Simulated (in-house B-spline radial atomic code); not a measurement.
A fraction x of an electron is moved 3s → 3p in the sulfur ion S⁴⁺, starting from [Ne] 3s2 and keeping the highest spin. All numbers are computed (scalar-relativistic (X2C) RPBE, spin-polarised, spherical fractional occupations; Fermi nucleus of rms radius 3.2611 fm) with an all-electron radial atomic-structure program (B-spline basis), not measured.

```tsv
x	E(x) - E(0) (eV)	3s down level (eV)	3p up level (eV)
0	0.0000	-65.821	-
0.125	1.5225	-65.569	-53.683
0.25	2.9713	-65.293	-53.998
0.375	?	?	?
0.5	5.6477	-64.694	-54.569
0.625	?	?	?
0.75	8.0532	-64.289	-55.063
0.875	9.2041	-64.578	-55.284
1	10.3505	-	-55.494
```

**Question.** What belongs in the row x = 0.375?

**Answer.** An energy change of 4.3462 eV; 3s down at -64.997 eV, 3p up at -54.293 eV.

**Question.** What belongs in the row x = 0.625?

**Answer.** An energy change of 6.8795 eV; 3s down at -64.422 eV, 3p up at -54.825 eV.

**Question.** Check Janak's theorem between x = 0.125 and 0.25.

**Answer.** The slope of the energy is 11.59 eV; the orbital levels give 11.59 eV (ε of the receiving orbital less ε of the emptying one, averaged over the two points).
